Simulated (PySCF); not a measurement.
Gas-phase reaction: WF6 + F2O → WOF4 + 4 F

Computed with PySCF (xtb for GFN2) and rigid-rotor harmonic-oscillator thermochemistry at 1 bar. † marks an energy on the PBE0/def2-TZVP geometry and frequencies; other levels use their own. MP2 freezes the core. Open shells (unrestricted): F (multiplicity 2, electronic degeneracy 6); the rest are closed-shell singlets. GFN2 has no spin-polarisation term. Spin-orbit splitting is ignored; it lowers the true energy and changes the entropy of F. W: scalar-relativistic def2 core potential, no spin-orbit coupling. MP2 isn't extrapolated to the basis-set limit; its ΔH°(298 K) is 538.2 kJ in def2-SVP and 611.9 kJ in def2-TZVPP. The harmonic model lacks anharmonicity and excited electronic states, which grow with temperature; levels with a mode under 35 cm⁻¹ are left out. Soft modes under 120 cm⁻¹ make the harmonic entropy rough for WOF4.

```tsv
level	ΔE electronic, kJ	ΔH°(298 K), kJ	ΔS°(298 K), J/K	ΔG°(1400 K), kJ
BLYP/def2-TZVP†	734	725	384	176
GFN2-xTB	1030	1025	371	498
HF/def2-TZVP†	51	42	384	-508
MP2/def2-SVP†	547	538	384	-11
MP2/def2-TZVPP†	621	612	384	62
PBE/def2-SVP	828	820	380	278
PBE/def2-TZVP†	786	777	384	228
PBE0/def2-SVP†	649	640	384	90
r2SCAN/def2-TZVP†	695	686	384	136
LDA/def2-TZVP†	1065	1056	384	507
```
ΔH° is lowest at HF/def2-TZVP† and highest at LDA/def2-TZVP†. No reference value is set beside these.
